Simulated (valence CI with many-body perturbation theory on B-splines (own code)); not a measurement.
**Sensitivity of CI+MBPT for Yb38+**

Calculated by valence CI with perturbative core correlation (CI+MBPT): four valence electrons over a frozen Dirac-Fock core [Ar] 3d10, a basis of 6 s, 6 p, 5 d, 3 f, 1 g functions for each j, with the one-electron correlation potential Σ1 (screened to all orders), the two-electron term Σ2, the three-electron term Σ3, Breit, model QED; selected single and double excitations, second order for the rest, scaled by the run's own slope (own B-spline code, finite nucleus).

The last digits are not significant, and no measured levels were compared; by estimate large intervals hold to a few tenths of a per cent, small ones and those within an open d or f shell to about a per cent.

The reference run has the lowest level (4s^2 4p1/2^2) J=0 and an ionisation energy of 1791.38 eV. Its largest variational space holds 9995 state functions.

Levels are named by their leading jj configuration (3d3/2^4 stands for four electrons in 3d with j = 3/2), which in mixed levels can hold well under half, so a name can repeat and another be missing. Letters in brackets count levels of one name in rising energy.

Changed runs:
A. Davidson tolerance 2e-05 → 0.0003
B. orbitals per symmetry with explicit Σ2 and valence Breit (the others get mean screening factors) 5 → 3; Davidson tolerance 2e-05 → 0.001
C. core polarisation of operators on → off; factor on the speed of light 1 → 10; QED terms on → off
D. correlating orbitals by l 3 3 3 2 1 → 2 2 1 1 0; natural orbitals for correlation on → off (bad on purpose)

Excitation energies of the reference run in cm⁻¹, and shifts in cm⁻¹:

| Level | Reference | A | B | C | D |
| --- | --- | --- | --- | --- | --- |
| (4s^2 4p1/2 4p3/2) J=1 | 540174 | 0 | +10 | -538375 | -360 |
| (4s^2 4p1/2 4p3/2) J=2 | 572059 | 0 | +13 |  | +94 |
| (4s^2 4p3/2^2) J=2 | 1136240 | 0 | +27 |  | -102 |
| (4s^2 4p3/2^2) J=0 | 1205650 | 0 | +39 | -1081485 | +566 |
| (4s 4p1/2^2 4p3/2) J=2 | 1234140 | 0 | -2.0 |  | -489 |
| (4s 4p1/2^2 4p3/2) J=1 | 1343200 | 0 | +10 | -723608 | +213 |
| (4s^2 4p1/2 4d3/2) J=2 | 1660950 | 0 | -12 |  | +92 |
| (4s 4p1/2 4p3/2^2) J=2 [a] | 1724300 | 0 | +0.2 |  | -1018 |
| (4s 4p1/2 4p3/2^2) J=3 | 1782210 | 0 | +1.7 | -1162405 | -366 |
| (4s^2 4p1/2 4d3/2) J=1 | 1791380 | 0 | +19 |  | +1083 |
| (4s 4p1/2 4p3/2^2) J=0 | 1866250 | 0 | +25 | -1185786 | +134 |
| (4s^2 4p1/2 4d5/2) J=2 | 1883200 | 0 | +19 |  | +628 |
| Ionisation energy (eV) | 1791.38 | 0 | +0.013 | -82.93 | -0.18 |

A blank means that the level has no clear partner in that run.

No effect on these energies: A.
